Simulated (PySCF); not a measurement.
**Correlation energy of Tb (terbium, neutral)**

[Xe] 4f9 6s1 6p1, one real determinant (an excited configuration). Computed with PySCF 2.14 in cc-pVDZ-X2C, with the spin-free X2C one-electron Hamiltonian (Gaussian nucleus). Frozen: [Ar] 3d10; 37 electrons correlated.

MP2 pair energies summed by pair of shells (mhartree):

```json
{"pair": "4f-4f", "energy": "-220.71", "share (%)": "21.9"}
{"pair": "4f-5p", "energy": "-170.68", "share (%)": "16.9"}
{"pair": "4d-4f", "energy": "-169.53", "share (%)": "16.8"}
{"pair": "5p-5p", "energy": "-115.63", "share (%)": "11.5"}
{"pair": "4d-4d", "energy": "-73.53", "share (%)": "7.3"}
{"pair": "4d-5p", "energy": "-58.81", "share (%)": "5.8"}
{"pair": "4f-5s", "energy": "-34.74", "share (%)": "3.4"}
{"pair": "5s-5p", "energy": "-29.77", "share (%)": "2.9"}
{"pair": "4p-4f", "energy": "-27.63", "share (%)": "2.7"}
{"pair": "4p-4d", "energy": "-25.02", "share (%)": "2.5"}
{"pair": "4d-5s", "energy": "-18.71", "share (%)": "1.9"}
{"pair": "5p-6s", "energy": "-12.53", "share (%)": "1.2"}
{"pair": "4p-4p", "energy": "-6.59", "share (%)": "0.7"}
{"pair": "4s-4f", "energy": "-5.88", "share (%)": "0.6"}
{"pair": "5s-5s", "energy": "-5.81", "share (%)": "0.6"}
{"pair": "4p-5p", "energy": "-5.43", "share (%)": "0.5"}
{"pair": "4f-6s", "energy": "-5.26", "share (%)": "0.5"}
{"pair": "5p-6p", "energy": "-5.14", "share (%)": "0.5"}
{"pair": "4s-4d", "energy": "-4.84", "share (%)": "0.5"}
{"pair": "4p-5s", "energy": "-2.81", "share (%)": "0.3"}
{"pair": "4s-4p", "energy": "-2.52", "share (%)": "0.2"}
{"pair": "4f-6p", "energy": "-2.28", "share (%)": "0.2"}
{"pair": "6s-6p", "energy": "-1.46", "share (%)": "0.1"}
{"pair": "4d-6s", "energy": "-1.16", "share (%)": "0.1"}
{"pair": "5s-6s", "energy": "-0.73", "share (%)": "0.1"}
{"pair": "4d-6p", "energy": "-0.54", "share (%)": "0.1"}
{"pair": "4s-4s", "energy": "-0.53", "share (%)": "0.1"}
{"pair": "4s-5p", "energy": "-0.52", "share (%)": "0.1"}
{"pair": "5s-6p", "energy": "-0.34", "share (%)": "0.0"}
{"pair": "4s-5s", "energy": "-0.24", "share (%)": "0.0"}
```

Total MP2 correlation energy: -1009.5 mhartree.

Same-spin part -411.45 and opposite-spin part -598.06 mhartree; SCS-MP2 scales them by 1/3 and 6/5 to -854.82 mhartree.

The basis was made for the ground configuration and has no added diffuse functions, which can raise the energy of the promoted electron.

The reference is one real determinant that mixes LS terms of this configuration.

This basis was not built for core-valence correlation, so the inner-shell part is incomplete.
